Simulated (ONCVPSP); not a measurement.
## Before and after: ONCV potential for Re (Z = 75)

| Quantity | Value |
| --- | --- |
| Element | Re |
| Generator | ONCVPSP 4.0.1 |
| Type | optimised norm-conserving Vanderbilt (ONCV) |
| Functional | LDA (Perdew-Zunger) |
| Relativity | scalar-relativistic |
| Frozen core | [Kr] 4d10 |
| Valence charge | 29 |
| Reference configuration | 4f13.5 5s2 5p6 5d5.5 6s2 |
| Partial waves | 5s+6s: rc 1.95 bohr, ncon 4, nbas 9, qcut 7.3 1/bohr, 2 projectors; 5p: rc 2.05 bohr, ncon 4, nbas 8, qcut 7.4 1/bohr, 1 projector; 5d: rc 1.70 bohr, ncon 4, nbas 8, qcut 6.4 1/bohr, 2 projectors, debl 0.4 Ha; 4f: rc 0.65 bohr, ncon 3, nbas 8, qcut 26.5 1/bohr, 2 projectors, debl 2.7 Ha |
| Local potential | polynomial inside 0.50 bohr (lpopt 5, dvloc0 -1 Ha) |
| Core correction | polynomial model core, fcfact 0.45 |

All-electron outer shells of the reference configuration (LDA (Perdew-Zunger), scalar-relativistic, ld1.x):

| shell | level (eV) | outermost node (bohr) | outermost maximum (bohr) |
| --- | --- | --- | --- |
| 4d | -260.31 | 0.21 | 0.44 |
| 5s | -87.52 | 0.52 | 0.93 |
| 5p | -48.67 | 0.56 | 1.05 |
| 4f | -47.32 | – | 0.41 |
| 6s | -6.22 | 1.23 | 2.51 |
| 5d | -6.08 | 0.61 | 1.39 |

Change: core correction polynomial model core, fcfact 0.86.

Cutoffs: the cutoffs (Ha) at which the residual kinetic energy of the hardest occupied pseudo-wave falls to 1 and 0.1 mHa per electron; they do not see the model core or the augmentation charge, which bear on the density cutoff. Errors are all-electron minus pseudo energies relative to the spin-unpolarised reference configuration.

Predict the effect on cutoff, ghosts and configuration errors.

The potential gets neither clearly harder nor softer (292 Ha and 319 Ha → 292 Ha and 319 Ha); both files keep a bound ghost (d, p, s); the errors of the 4 common tests hardly move. A model core, the more so a compact one, raises the density cutoff, which this test does not measure.

```tsv
quantity	base	changed
cutoff, loose	292 Ha	292 Ha
cutoff, tight	319 Ha	319 Ha
bound ghosts	s, p, d	s, p, d
GHOST(+) flags under 300 eV	s at 37.7 eV	s at 37.7 eV
error for 4f14 5s2 5p6 5d5 6s2, meV [ΔE -19.59 eV]	-66	-67
error for 4f14 5s2 5p6 5d5 6s1, meV [ΔE -10.08 eV]	-29	-30
error for 4f14 5s2 5p6 5d5 6s0, meV [ΔE 6.60 eV]	+13	+13
error for 4f14 5s2 5p5 5d5 6s2, meV [ΔE 33.56 eV]	-98	-99
s: phases at 1.97 bohr within 0.05 rad from the reference energy up to (Ha; the scan ends near 5)	1.3	1.3
p: phases at 2.08 bohr within 0.05 rad from the reference energy up to (Ha; the scan ends near 5)	-0.2	-0.2
d: phases at 1.73 bohr within 0.05 rad from the reference energy up to (Ha; the scan ends near 5)	to the end of the scan	to the end of the scan
f: phases at 0.66 bohr within 0.05 rad from the reference energy up to (Ha; the scan ends near 5)	to the end of the scan	to the end of the scan
rms error of d²Exc/dni dnj with the model core, mHa	2.07	1.75
```

 A true bound ghost makes a file unfit for plane-wave use even where its test errors are small: the radial tests pick states by their node count and pass the ghost by.
